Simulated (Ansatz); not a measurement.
Z-matrix (Å, degrees):
```
Si
Cl 1 2.040
Cl 1 2.038 2 108.6
Cl 1 2.040 2 108.7 3 117.9
Sn 1 2.559 2 110.6 3 -120.4
Si 5 2.559 1 108.0 2 177.8
Si 5 2.559 1 108.0 2 61.3
H 5 1.702 1 110.9 2 -60.4
Cl 6 2.038 5 109.6 1 -58.3
Cl 6 2.040 5 110.6 1 61.5
Cl 6 2.040 5 110.7 1 -178.0
Cl 7 2.040 5 110.7 1 178.0
Cl 7 2.038 5 109.6 1 58.2
Cl 7 2.040 5 110.7 1 -61.5
```

Charge 0, multiplicity 1. Sn: def2 effective core potential.

Task: List the PBE/def2-TZVPP orbital energies in eV (Ansatz 0.2.0). (An estimate is asked.)

Result: Computed: Occupied: -2739.63, -2739.63, -2739.63, -2739.63, -2739.63, -2739.63, -2739.62, -2739.62, -2739.62, -1782.67, -1782.67, -1782.67, -250.21, -250.21, -250.21, -250.21, -250.21, -250.21, -250.20, -250.20, -250.20, -190.90, -190.90, -190.90, -190.90, -190.90, -190.90, -190.89, -190.89, -190.89, -190.74, -190.74, -190.74, -190.74, -190.74, -190.74, -190.74, -190.74, -190.74, -190.74, -190.74, -190.74, -190.72, -190.72, -190.72, -190.72, -190.72, -190.72, -140.12, -140.12, -140.12, -133.91, -96.88, -96.88, -96.88, -96.88, -96.88, -96.88, -96.83, -96.83, -96.83, -89.83, -89.83, -89.79, -26.27, -26.25, -26.25, -26.19, -26.19, -21.89, -21.84, -21.84, -20.95, -20.94, -20.94, -20.92, -20.91, -20.91, -14.54, -13.51, -13.51, -12.45, -10.91, -10.89, -10.89, -10.81, -10.81, -10.79, -9.95, -9.95, -9.69, -9.08, -9.02, -9.02, -8.94, -8.94, -8.90, -8.63, -8.50, -8.50, -8.33, -8.33, -8.28, -8.06, -8.06, -8.00, -7.97, -7.11, -7.11. Lowest empty: -2.35, -2.21, -2.20, -1.83, -1.33, -1.33, -0.67, -0.67.
